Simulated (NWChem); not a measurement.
System: SiH4TeSeO; SMILES [SeH][Te]O[SiH3]

Parts of the log:

```
             Northwest Computational Chemistry Package (NWChem) 7.3.0
             --------------------------------------------------------

 C1  symmetry detected

                             Geometry "geometry" -> ""
                             -------------------------

 Output coordinates in angstroms (scale by  1.889725989 to convert to a.u.)

  No.       Tag          Charge          X              Y              Z
 ---- ---------------- ---------- -------------- -------------- --------------
    1 Te                  52.0000     0.93033685     0.15399861    -0.05196804
    2 Se                  34.0000    -0.64234363    -1.78698101    -0.01059691
    3 H                    1.0000    -0.37299090    -2.20922167     1.37859147
    4 O                    8.0000    -0.20678460     1.62081112     0.69986136
    5 Si                  14.0000    -1.37916687     2.42539817    -0.18600979
    6 H                    1.0000    -0.78762113     3.08226632    -1.39369077
    7 H                    1.0000    -1.95591666     3.46119216     0.71809705
    8 H                    1.0000    -2.45869120     1.49312644    -0.63511856

 Effective nuclear repulsion energy (a.u.)     815.7083793811

 Summary of "ao basis" -> "ao basis" (spherical)
 ------------------------------------------------------------------------------
       Tag                 Description            Shells   Functions and Types
 ---------------- ------------------------------  ------  ---------------------
 Te                         def2-svp                10       26   4s4p2d
 Se                         def2-svp                12       32   5s4p3d
 H                          def2-svp                 3        5   2s1p
 O                          def2-svp                 6       14   3s2p1d
 Si                         def2-svp                 8       18   4s3p1d

            General Information
            -------------------
          SCF calculation type: DFT
          Wavefunction type:  closed shell.
          No. of atoms     :     8
          No. of electrons :    84
           Alpha electrons :    42
            Beta electrons :    42
          Charge           :     0
          Spin multiplicity:     1
          Use of symmetry is: off; symmetry adaption is: off
          Maximum number of iterations: 150
          AO basis - number of functions:   110
                     number of shells:    48
          Convergence on energy requested:  1.00D-06
          Convergence on density requested:  1.00D-05
          Convergence on gradient requested:  5.00D-04

              XC Information
              --------------
                     Hartree-Fock (Exact) Exchange  1.000

      Superposition of Atomic Density Guess
      -------------------------------------

 Sum of atomic energies:       -3076.16231789

      Non-variational initial energy
      ------------------------------

 Total energy =   -3032.684584
 1-e energy   =   -5263.041380
 2-e energy   =    1755.708786
 HOMO         =      -0.218969
 LUMO         =      -0.058880

     ---------------------------------------------
      Total Density - Mulliken Population Analysis
     ---------------------------------------------

    Atom       Charge   Shell Charges
 -----------   ------   -------------------------------------------------------
    1 Te  24    23.40   1.77  0.27  1.21  0.64  2.90  3.13  1.71  1.67  9.85  0.25
    2 Se  34    34.19   2.00  2.00  2.00  1.33  0.54  6.00  5.98  1.84  2.46  8.20  1.75  0.09
    3 H    1     0.84   0.58  0.24  0.02
    4 O    8     8.99   1.99  1.11  0.72  3.05  2.12  0.01
    5 Si  14    13.28   2.00  1.99  0.96  0.26  5.94  1.03  0.91  0.19
    6 H    1     1.10   0.70  0.38  0.01
    7 H    1     1.10   0.70  0.39  0.01
    8 H    1     1.10   0.71  0.38  0.01

   convergence    iter        energy       DeltaE   RMS-Dens  Diis-err
 ---------------- ----- ----------------- --------- --------- ---------
 d= 0,ls=0.0,diis     1  -3032.4658557979 -3.51D+03  6.70D-03  5.10D-01
 d= 0,ls=0.0,diis     2  -3032.5120555255 -4.62D-02  2.73D-03  2.68D-01
 d= 0,ls=0.0,diis     3  -3032.5398051776 -2.77D-02  8.98D-04  7.50D-03
 d= 0,ls=0.0,diis     4  -3032.5413088103 -1.50D-03  2.67D-04  3.33D-04
 d= 0,ls=0.0,diis     5  -3032.5414247994 -1.16D-04  1.06D-04  2.55D-05
  Resetting Diis
 d= 0,ls=0.0,diis     6  -3032.5414392086 -1.44D-05  4.64D-05  3.67D-06
 d= 0,ls=0.0,diis     7  -3032.5414415792 -2.37D-06  1.16D-05  4.96D-07
 d= 0,ls=0.0,diis     8  -3032.5414417876 -2.08D-07  5.43D-06  1.35D-07

         Total DFT energy =    -3032.541441787649
      One electron energy =    -5264.012732343257
           Coulomb energy =     1892.192815546891
    Exchange-Corr. energy =     -135.369534520646
 Nuclear repulsion energy =      474.648009529363

 Numeric. integr. density =        0.000000000000

                       DFT Final Molecular Orbital Analysis
                       ------------------------------------

 Vector   40  Occ=2.000000D+00  E=-4.117795D-01
              MO Center=  5.1D-03, -4.4D-01, -3.6D-02, r^2= 4.7D+00
   Bfn.  Coefficient  Atom+Function         Bfn.  Coefficient  Atom+Function
  ----- ------------  ---------------      ----- ------------  ---------------
    42     -0.314833  2 Se py                11      0.286965  1 Te px
    39     -0.284431  2 Se py                67     -0.199855  4 O  px
     4      0.190218  1 Te s                 41     -0.184659  2 Se px
    36      0.181881  2 Se py                 3      0.180938  1 Te s
    70     -0.180328  4 O  px                12      0.175889  1 Te py

[...]
```

Level: Hartree-Fock/def2-SVP with def2 effective core potentials on Te. Coordinates come from a PBE0/def2-SVP optimisation. No frequency run checked for a minimum. def2 effective core potentials on Te; no spin-orbit coupling.

Problem. Write an input that gives this output.

Solution. One answer among several that fit: the input that was run:
```
start job
memory heap 200 mb stack 900 mb global 1100 mb
geometry units angstroms noautoz
  Te     0.881157     0.084097    -0.083853
  Se    -0.728172    -1.825836    -0.015637
  H     -0.427268    -2.267619     1.360941
  O     -0.204192     1.565196     0.715018
  Si    -1.385370     2.401832    -0.128467
  H     -0.815968     3.059345    -1.346397
  H     -1.914911     3.439404     0.802097
  H     -2.495855     1.495701    -0.555025
end
basis spherical
  * library def2-svp
end
ecp
  Te library def2-ecp
end
dft
  xc hfexch
  iterations 150
  mulliken
end
task dft energy
```
